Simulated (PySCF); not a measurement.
**Bond length, frequency and bond energy of SbBr by level of theory**

State: ³Σ⁻ (triplet), unpaired electrons π ↑↑. Set-up: Sb def2-SVP with ECP28, Br def2-SVP; scalar-relativistic core potentials (PySCF 2.14). De refers to Sb + Br in their high-spin ground configurations, without counterpoise correction. The functionals are run spin-unrestricted. A positive dipole means Sb(−)Br(+).

```
      Level  Re (Å)  ωe (cm⁻¹)  De (eV)  μ (D)  CPU s a point (SCF and correlation, without the integrals)
        UHF   2.537        257     1.32  -2.80                                                         0.2
    UHF-MP2   2.527        260     2.23    n/a                                                        0.39
UHF-SCS-MP2   2.537        255     2.15    n/a                                                         n/a
        PBE   2.533        252     2.95  -1.83                                                           1
     PBEsol   2.510        260     3.17  -1.72                                                        0.61
       BP86   2.536        250     2.95  -1.84                                                        0.62
     r²SCAN   2.517        259     2.80  -2.01                                                         1.2
       PBE0   2.512        261     2.74  -2.09                                                         1.3
       MN15   2.511        261     2.61  -2.25                                                         1.4
```

The bond length runs from 2.510 Å (PBEsol) to 2.537 Å (UHF-SCS-MP2). De spans 1.32 eV (UHF, mean field) to 3.17 eV (PBEsol, GGA).

Correlated steps freeze 13 core orbitals. Correlated levels converge slowly with the basis: in double zeta they bind strong bonds too weakly, by up to about 1 eV, and carry superposition errors of some tenths. These are scalar-relativistic numbers at best; spin–orbit coupling would shift them, the dissociation energy most. The state is the lowest determinant that a PBE0 search found; another state may lie lower at other levels.

The whole job (state search and all levels along the bond) took about 2.5 min on 1 thread of Arm Neoverse V2 (shared host), peak memory 0.72 GiB.
